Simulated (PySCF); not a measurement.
H5F3OSi3, SMILES F[Si](F)(F)[SiH2]O[SiH3] (GFN2-xTB optimised geometry):

```
12

F      1.650     1.137    -2.266
Si     1.538     0.886    -0.694
F      0.786     2.216    -0.235
F      3.031     1.184    -0.217
Si     0.783    -1.141     0.000
O     -0.828    -1.141     0.000
Si    -2.411    -0.748     0.000
H      1.186    -2.216    -0.912
H      1.206    -1.436     1.373
H     -2.513     0.628    -0.481
H     -2.850    -0.893     1.386
H     -3.031    -1.713    -0.903
```

Calculation: PySCF 2.14.0 with PBE0/def2-TZVP.

### Question
What are the frontier orbital energies and the dipole moment?

### Answer
HOMO-2 -10.18 eV, HOMO-1 -9.13 eV, HOMO -8.98 eV, LUMO -1.48 eV, LUMO+1 -0.74 eV; dipole moment 3.22 D.

Meta-Löwdin charges at PBE0/def2-TZVP: F1 -0.49, Si2 1.42, F3 -0.49, F4 -0.50, Si5 0.63, O6 -0.85, Si7 0.77, H8 -0.09, H9 -0.09, H10 -0.11, H11 -0.11, H12 -0.11.
